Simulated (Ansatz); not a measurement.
Reactions of `[SH][Cd][Cl]`.

Isolated molecules relaxed with PBE0-D4/def2-TZVP in Ansatz; ΔE leaves out vibrations. CBS: MP2 limit from def2 TZ/QZ plus the TZ coupled-cluster correction, frozen cores. This one scheme is used for every species, atoms too. No spin–orbit coupling; open shells (•) take unrestricted orbitals. Spin–orbit coupling would lower the free atoms: a little for Cl, S. def2 core potentials past Kr. For Cd outer-core shells are correlated without core-valence functions, so the limit isn't a true one: a few kJ/mol of doubt a bond, and 10 to 20 or more in all where bonds break to atoms. Each species was taken in one conformer, which may not be the lowest.

(1) Order these by ΔE at CCSD(T)/CBS, lowest first. (Estimate.)
A. `[SH][Cd][Cl]` → Cd (atom) + Cl• + H• + S•
B. `[SH][Cd][Cl]` + HCl → `[Cl][Cd][Cl]` + H₂S
C. `[SH][Cd][Cl]` + H₂O → `[OH][Cd][SH]` + HCl
D. `[SH][Cd][Cl]` + H₂O → `[OH][Cd][Cl]` + H₂S
E. `[SH][Cd][Cl]` + NH₃ → `[NH2][Cd][Cl]` + H₂S

Largest T1 diagnostic: 0.015, for `[OH][Cd][SH]`.

Results:

(1) B (-0.26 eV), D (+0.95 eV), E (+1.06 eV), C (+1.23 eV), A (+8.93 eV).
